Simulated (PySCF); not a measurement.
In(NH2)3 (H6InN3), SMILES [NH2][In]([NH2])[NH2].

Geometry optimised at B3LYP-D3(BJ)/def2-SVP. The structure was generated by enumeration; whether it is a known compound was not checked. The def2 effective core potentials stand for the cores of In; spin–orbit coupling is left out. Other conformers were not sampled.

These are B3LYP-D3(BJ)/def2-SVP (PySCF) values and carry that method's errors.

Frequencies are harmonic and unscaled.

Computed normal modes with their intensities:
```json
[
 {"mode": "1", "ν (cm⁻¹)": "107", "IR (km/mol)": "19.0", "moving atoms (share of kinetic energy)": "N 65 %, H 25 %, In 10 %"},
 {"mode": "2", "ν (cm⁻¹)": "114", "IR (km/mol)": "4.2", "moving atoms (share of kinetic energy)": "N 66 %, H 22 %, In 12 %"},
 {"mode": "3", "ν (cm⁻¹)": "138", "IR (km/mol)": "9.7", "moving atoms (share of kinetic energy)": "N 55 %, In 29 %, H 16 %"},
 {"mode": "4", "ν (cm⁻¹)": "144", "IR (km/mol)": "15.7", "moving atoms (share of kinetic energy)": "H 94 %"},
 {"mode": "5", "ν (cm⁻¹)": "215", "IR (km/mol)": "10.6", "moving atoms (share of kinetic energy)": "H 96 %"},
 {"mode": "6", "ν (cm⁻¹)": "224", "IR (km/mol)": "38.2", "moving atoms (share of kinetic energy)": "H 95 %"},
 {"mode": "7", "ν (cm⁻¹)": "412", "IR (km/mol)": "111.6", "moving atoms (share of kinetic energy)": "H 67 %, N 31 %"},
 {"mode": "8", "ν (cm⁻¹)": "419", "IR (km/mol)": "314.7", "moving atoms (share of kinetic energy)": "H 64 %, N 33 %"},
 {"mode": "9", "ν (cm⁻¹)": "448", "IR (km/mol)": "18.8", "moving atoms (share of kinetic energy)": "N 53 %, H 47 %"},
 {"mode": "10", "ν (cm⁻¹)": "583", "IR (km/mol)": "9.3", "moving atoms (share of kinetic energy)": "N 53 %, H 47 %"},
 {"mode": "11", "ν (cm⁻¹)": "598", "IR (km/mol)": "30.9", "moving atoms (share of kinetic energy)": "N 59 %, H 26 %, In 15 %"},
 {"mode": "12", "ν (cm⁻¹)": "598", "IR (km/mol)": "56.6", "moving atoms (share of kinetic energy)": "N 58 %, H 27 %, In 15 %"},
 {"mode": "13", "ν (cm⁻¹)": "718", "IR (km/mol)": "0.1", "moving atoms (share of kinetic energy)": "H 93 %"},
 {"mode": "14", "ν (cm⁻¹)": "801", "IR (km/mol)": "54.3", "moving atoms (share of kinetic energy)": "H 89 %, N 11 %"},
 {"mode": "15", "ν (cm⁻¹)": "801", "IR (km/mol)": "54.5", "moving atoms (share of kinetic energy)": "H 88 %, N 11 %"},
 {"mode": "16", "ν (cm⁻¹)": "1525", "IR (km/mol)": "2.5", "moving atoms (share of kinetic energy)": "H 91 %, N 9 %"},
 {"mode": "17", "ν (cm⁻¹)": "1531", "IR (km/mol)": "17.5", "moving atoms (share of kinetic energy)": "H 91 %, N 9 %"},
 {"mode": "18", "ν (cm⁻¹)": "1539", "IR (km/mol)": "5.7", "moving atoms (share of kinetic energy)": "H 92 %, N 8 %"},
 {"mode": "19", "ν (cm⁻¹)": "3511", "IR (km/mol)": "1.7", "moving atoms (share of kinetic energy)": "H 96 %"},
 {"mode": "20", "ν (cm⁻¹)": "3512", "IR (km/mol)": "6.8", "moving atoms (share of kinetic energy)": "H 96 %"},
 {"mode": "21", "ν (cm⁻¹)": "3513", "IR (km/mol)": "2.0", "moving atoms (share of kinetic energy)": "H 96 %"},
 {"mode": "22", "ν (cm⁻¹)": "3605", "IR (km/mol)": "6.2", "moving atoms (share of kinetic energy)": "H 92 %, N 8 %"},
 {"mode": "23", "ν (cm⁻¹)": "3607", "IR (km/mol)": "8.1", "moving atoms (share of kinetic energy)": "H 92 %, N 8 %"},
 {"mode": "24", "ν (cm⁻¹)": "3607", "IR (km/mol)": "2.1", "moving atoms (share of kinetic energy)": "H 92 %, N 8 %"}
]
```
